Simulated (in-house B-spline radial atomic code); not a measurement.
Response of La3+ as one setting changes: the radius of a hard wall (bohr). Method: TDHF. A dash marks a strongly mixed or unbound state. A box has no continuum, so excitations may lie above minus the highest level. Computed with an all-electron radial atomic-structure program (B-spline basis): linear response of the closed shell [Kr] 4d10 5s2 5p6 with bare exchange (time-dependent Hartree-Fock); scalar-relativistic (spin-free one-electron X2C), finite nucleus, no spin-orbit coupling, no double excitations, S, P, D and F terms only; shells from n = 3 respond. Only terms of natural parity with L up to 3 were computed.

Spin-orbit coupling is strong here, so these LS terms don't match observed levels.

| radius of a hard wall (bohr) | lowest 1P (eV) | lowest 3P, Tamm-Dancoff (eV) | minus highest occupied level (eV) | α (bohr³) |
| --- | --- | --- | --- | --- |
| 2.5 | 5p → 5d 42.42 | 5p → 5d 31.71 | 31.43 | 2.863 |
| 3 | 5p → 5d 35.38 | 5p → 5d 25.673 | 43.75 | 4.317 |
| 3.5 | 5p → 5d 31.49 | 5p → 5d 22.722 | 48.15 | 5.63 |
| 4 | ? | ? | ? | ? |
| 4.5 | 5p → 5d 28.024 | 5p → 5d 20.573 | 50.25 | 7.176 |
| 5.5 | - | 5p → 5d 20.107 | 50.46 | 7.582 |
| 6.5 | ? | ? | ? | ? |
| 8 | 5p → 6s 26.038 | 5p → 5d 20.014 | 50.48 | 7.647 |
| 10 | 5p → 6s 26.015 | 5p → 5d 20.014 | 50.48 | 7.647 |
| 15 | 5p → 6s 26.015 | 5p → 5d 20.014 | 50.48 | 7.647 |

(1) What belongs in the row for 4?

(2) What belongs in the row for 6.5?

Answers

(1) lowest 1P (eV): 5p → 5d 29.285; lowest 3P, Tamm-Dancoff (eV): 5p → 5d 21.273; minus highest occupied level (eV): 49.72; α (bohr³): 6.597.

(2) lowest 1P (eV): 5p → 6s 26.292; lowest 3P, Tamm-Dancoff (eV): 5p → 5d 20.026; minus highest occupied level (eV): 50.48; α (bohr³): 7.641.
